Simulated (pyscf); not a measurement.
**•H₂C–C(=CH₂)–NH₂ (SMILES [CH2]C(=C)N), doublet**

Gas-phase minimum from PySCF at ωB97X-D3(BJ)/def2-SVP, one conformer. Other isomers of •H₂C–C(=CH₂)–NH₂ were not searched in full and may lie lower. 

```xyz
10

C     -2.1450    -0.8122    -1.3469
C     -0.8289    -0.4304    -1.0789
C      0.1446    -0.4974    -2.0776
N     -0.4930     0.0672     0.1880
H     -2.4225    -1.1574    -2.3440
H     -2.9236    -0.7584    -0.5807
H     -0.1209    -0.8407    -3.0786
H      1.1784    -0.1941    -1.8899
H     -1.0969    -0.2465     0.9389
H      0.4854    -0.0288     0.4338
```
Charge 0, spin multiplicity 2.

Bonded distances (Å): C1–C2 1.396, C1–H5 1.091, C1–H6 1.094, C2–C3 1.396, C2–N4 1.402, C3–H7 1.091, C3–H8 1.094, N4–H9 1.013, N4–H10 1.013. Bond angles (°): C2–C1–H5 120.1, C2–C1–H6 121.5, H5–C1–H6 118.3, C1–C2–C3 120.4, C1–C2–N4 119.8, C3–C2–N4 119.8, C2–C3–H7 120.1, C2–C3–H8 121.5, H7–C3–H8 118.3, C2–N4–H9 114.6, C2–N4–H10 114.6, H9–N4–H10 111.5.

Properties at ωB97X-D3(BJ)/def2-SVP:

```
Quantity                                                                                                                                                                                                                                                  Value
---------------------------------------------------------------------------------------------------------------------  ----------------------------------------------------------------------------------------------------------------------------------------
Harmonic wavenumbers, unscaled                                                                                         248, 443, 455, 481, 551, 572, 644, 697, 744, 957, 967, 1030, 1094, 1351, 1423, 1475, 1553, 1648, 3180, 3186, 3297, 3300, 3614, 3716 cm⁻¹
Zero-point energy                                                                                                                                                                                                                                 52.4 kcal/mol
Rotational symmetry number                                                                                                                                                                                                                                    1
Entropy of this conformer at 298 K and 1 atm, rigid rotor and harmonic oscillator, modes under 100 cm⁻¹ raised to 100                                                                                                                           292.2 J/(mol K)
Dipole moment                                                                                                                                                                                                                                            1.36 D
Spin expectation value S2                                                                                                                                                                                                                                 0.798
```

Single-point totals, which compare only within one level:

```json
[
 {"level": "ωB97X-D3(BJ)/def2-TZVP", "total energy (hartree)": "-172.75836"},
 {"level": "PBE/def2-TZVP", "total energy (hartree)": "-172.45418"},
 {"level": "r²SCAN/def2-TZVP", "total energy (hartree)": "-172.58073"},
 {"level": "B3LYP-D3(BJ)/def2-TZVP", "total energy (hartree)": "-172.70100"},
 {"level": "PBE0-D3(BJ)/def2-TZVP", "total energy (hartree)": "-172.47750"},
 {"level": "M06-2X/def2-TZVP", "total energy (hartree)": "-172.59308"},
 {"level": "ωB97M-D3(BJ)/def2-TZVP", "total energy (hartree)": "-172.72567"}
]
```
